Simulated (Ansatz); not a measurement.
`[SiH3][SiH](Cl)Br` + H₂ → `[SiH3][SiH2]Cl` + HBr at 500 K and 1 bar (hydrogenolysis of the Si–Br bond).

Gas-phase electronic energies from Ansatz, PBE0-D4/def2-TZVP geometries. CBS: MP2 limit from def2 TZ/QZ plus the TZ coupled-cluster correction, frozen cores. This one scheme is used for every species. For Br outer-core shells are correlated without core-valence functions, which leaves a few kJ/mol of doubt a bond. Scalar relativity is left out up to krypton.

```
            species  CCSD(T)/CBS energy (Eh)  H − E (kJ/mol)  S (J/(mol·K))
`[SiH3][SiH](Cl)Br`              -3613.75019           141.5          428.0
                 H₂                 -1.17544            41.0          145.5
   `[SiH3][SiH2]Cl`              -1040.97629           152.8          377.4
                HBr              -2573.91920            30.5          213.7
```

H − E and S are ideal-gas, rigid-rotor, harmonic terms from PBE0-D4/def2-TZVP, for one conformer and one mirror image of each species. For small species the MP2-based limit differs from directly extrapolated CCSD(T) by up to some mEh (0.8 for H₂); such offsets cancel only in part. 1 Eh = 2625.50 kJ/mol, R = 8.31446 J/(mol·K).

Problem. By hand: ΔE, ΔH, ΔS and ΔG.

Solution. ΔE = (-1040.97629) + (-2573.91920) − (-3613.75019) − (-1.17544) = 0.03014 Eh = 79.1 kJ/mol. Δ(H − E) = 152.8 + 30.5 − 141.5 − 41.0 = 0.8, so ΔH = 79.9 kJ/mol. ΔS = 377.4 + 213.7 − 428.0 − 145.5 = 17.6 J/(mol·K). ΔG = 79.9 − 500 × (17.6)/1000 = 71.1 kJ/mol.

Problem. By hand: the equilibrium constant, and the temperature at which ΔG would vanish if ΔH and ΔS stayed fixed.

Solution. log₁₀ K = −ΔG/(RT ln 10) = -7.4. ΔG = 0 at ΔH/ΔS = 4540 K, far beyond where these terms or the molecules hold.

ΔH outweighs TΔS. A doubt of 5 kJ/mol in ΔE shifts log₁₀ K by 0.5 here. Other conformers and mirror images would add mixing entropy, several J/(mol·K) or more a flexible species. These are equilibria of isolated gas molecules and say nothing of rates. Largest T1 diagnostic: 0.011 (customary marks: 0.02 for closed shells, 0.045 for open ones).
